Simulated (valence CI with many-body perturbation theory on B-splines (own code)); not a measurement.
# Cu²³⁺: electric-dipole lines

Computed by valence CI with perturbative core correlation (CI+MBPT): four valence electrons over a frozen Dirac-Fock core [He], a basis of 11 s, 11 p, 10 d, 8 f, 5 g, 2 h functions for each j, with the one-electron correlation potential Σ1, the two-electron term Σ2, the three-electron term Σ3, Breit, model QED; selected CI, second order for the rest, scaled by the run's own slope (own B-spline code, finite nucleus).

No measured spectrum was set against this ion. As an estimate, levels of excited configurations hold to 0.05 to 0.15 % of their energy, terms of the ground configuration to about 0.5 %. Among the levels kept, up to 1000 cm⁻¹ of a level comes from second order outside the variational space, and about a tenth of that is noise between levels of different J, which matters for small intervals.

Lines 1 to 50 of 542 in falling wavelength, among levels below 110.19 Ry, chosen from the strongest by gf and those to the six lowest levels. Wavelengths and rates use the calculated energies, so an error of 700 cm⁻¹ moves a line at 57.82 nm by 0.4 % and its rate by three times that or more. Electric multipoles are in the length gauge with retardation, E1 and E2 with the static RPA response of the core. Weak lines are less certain than strong ones. Lines between different terms over intervals too small for the method are left out, as are lines whose strength nearly cancels. Where a level lies close to another of its J and parity, the split of strength between their lines is uncertain. The highest levels of a list are the least certain.

Names give the largest LS component (configuration and term), which can be under half, so a name can repeat, a term be missing and a line seem to break the LS rules; names also repeat where a configuration has a term twice. Letters in brackets count levels of one name in rising energy.

```tsv
λ vac (nm)	Upper	Lower	A (s⁻¹)	log gf	Branch %
57.82	2p3 3p 1F_3	2p3 3s 1D°_2	2.64e+08	-1.03	0.0
53.36	2p3 3p 3F_2	2p3 3s 3D°_1	4.41e+08	-1.03	0.0
52.82	2p3 3p 3F_3	2p3 3s 3D°_3	4.66e+08	-0.87	0.0
49.85	2p3 3p 3F_2	2p3 3s 3D°_2	5.69e+08	-0.97	0.0
48.03	2s 2p2 3p 1F°_3	2s 2p2 3s 1D_2	1.28e+09	-0.51	0.0
47.72	2p3 3p 3D_3	2p3 3s 1D°_2	9.66e+08	-0.64	0.0
47.59	2p3 3d 5D°_3	2p3 3p 5P_3	3.94e+08	-1.03	0.1
47.42	2s 2p2 3d 1F_3 [a]	2s 2p2 3p 3P°_2 [b]	5.67e+08	-0.87	0.0
47.41	2s 2p2 3p 3F°_2	2s 2p2 3s 3D_1	7.45e+08	-0.90	0.0
46.73	2s 2p2 3p 5D°_1	2s 2p2 3s 5P_1	1.12e+09	-0.96	0.0
45.91	2s 2p2 3d 5F_5	2s 2p2 3p 5D°_4	1.35e+09	-0.33	95.3
45.79	2s 2p2 3d 3F_4 [b]	2s 2p2 3p 3D°_3 [b]	6.60e+08	-0.73	0.0
45.73	2p3 3d 5D°_4	2p3 3p 5P_3	1.50e+09	-0.37	2.1
45.43	2s 2p2 3d 1D_2 [d]	2p3 3s 3S°_1	9.62e+08	-0.83	0.0
45.20	2p3 3p 3D_2	2p3 3s 3D°_1	9.60e+08	-0.83	0.0
44.63	2s 2p2 3d 5D_4	2s 2p2 3p 5D°_4	5.19e+08	-0.86	1.6
44.50	2s 2p2 3d 5F_4	2s 2p2 3p 5D°_3	1.46e+09	-0.41	0.4
43.76	2s 2p2 3d 3G_5	2s 2p2 3p 3F°_4	1.61e+09	-0.29	25.9
43.29	2s 2p2 3d 3D_3 [d]	2s 2p2 3p 3P°_2 [d]	5.20e+08	-0.99	0.0
43.03	2s 2p2 3d 5P_2	2s 2p2 3p 5S°_2	9.00e+08	-0.90	0.0
43.00	2s 2p2 3d 3D_3 [b]	2s 2p2 3p 3D°_3 [b]	7.22e+08	-0.85	0.0
42.85	2s 2p2 3d 5F_3 [a]	2s 2p2 3p 5D°_2	1.59e+09	-0.51	0.0
42.79	2s 2p2 3d 3F_4 [b]	2s 2p2 3p 3F°_4	4.23e+08	-0.98	0.0
42.65	2s 2p2 3d 3F_4 [c]	2s 2p2 3p 3D°_3 [c]	1.49e+09	-0.44	0.0
42.52	2s 2p2 3p 3D°_2 [a]	2s 2p2 3s 3P_1 [a]	1.39e+09	-0.72	0.0
42.50	2s 2p2 3p 3P°_2 [a]	2s 2p2 3s 3P_2 [a]	1.57e+09	-0.67	0.0
42.48	2s 2p2 3d 1F_3 [b]	2p3 3s 5S°_2 [b]	5.74e+08	-0.96	0.0
42.41	2p3 3p 3F_3	2p3 3s 3D°_2	1.28e+09	-0.62	0.0
42.36	2s 2p2 3p 5P°_3	2s 2p2 3s 5P_3	1.48e+09	-0.55	0.1
42.10	2s 2p2 3d 3D_3 [c]	2s 2p2 3p 3P°_2 [c]	1.47e+09	-0.56	0.0
41.96	2s 2p2 3p 3P°_1 [a]	2s 2p2 3s 3P_2 [a]	1.46e+09	-0.94	0.0
41.94	2s 2p2 3p 3D°_3 [a]	2s 2p2 3s 3P_2 [a]	1.46e+09	-0.57	0.0
41.92	2p3 3d 3D°_2	2p3 3p 3P_1 [a]	1.37e+09	-0.74	0.0
41.69	2s 2p2 3d 5F_3 [b]	2s 2p2 3p 5D°_3	5.23e+08	-1.02	0.0
41.68	2s 2p2 3d 3G_4	2s 2p2 3p 3F°_3	1.70e+09	-0.40	0.0
41.68	2s 2p2 3d 3D_3 [d]	2s 2p2 3p 3D°_2 [c]	1.04e+09	-0.72	0.0
41.62	2p3 3d 3D°_3	2s 2p2 3d 1D_2 [d]	1.02e+09	-0.73	0.0
41.57	2s 2p2 3d 5P_1	2s 2p2 3p 5S°_2	1.36e+09	-0.98	0.0
41.56	2p3 3p 3D_3	2p3 3s 3D°_3	6.95e+08	-0.90	0.0
41.52	2s 2p2 3d 3F_3 [b]	2s 2p2 3p 1D°_2	1.03e+09	-0.73	0.0
41.51	2s 2p2 3p 3S°_1 [b]	2s 2p2 3s 3P_2 [b]	1.40e+09	-0.97	0.0
41.47	2s2 2p 3d 3F°_4	2s2 2p 3p 3D_3	1.67e+09	-0.41	89.3
41.27	2p3 3p 5P_3	2p3 3s 5S°_2 [b]	1.28e+09	-0.64	0.0
40.70	2p3 3p 3F_4	2p3 3s 3D°_3	2.89e+09	-0.19	0.1
40.69	2s 2p2 3p 3D°_2 [c]	2s 2p2 3s 3P_2 [b]	9.32e+08	-0.94	0.1
40.31	2s 2p2 3p 3D°_3 [c]	2s 2p2 3s 3P_2 [b]	1.98e+09	-0.47	0.1
40.30	2s 2p2 3d 1D_2 [c]	2s 2p2 3p 1P°_1 [c]	1.24e+09	-0.82	0.0
40.24	2s 2p2 3d 3D_2 [c]	2s 2p2 3p 3P°_1 [c]	1.32e+09	-0.80	0.0
40.08	2s 2p2 3d 1F_3 [b]	2p3 3s 5S°_2 [a]	9.59e+08	-0.79	0.0
40.03	2s2 2p 3d 3F°_3	2s2 2p 3p 3D_2	1.86e+09	-0.51	0.0
```
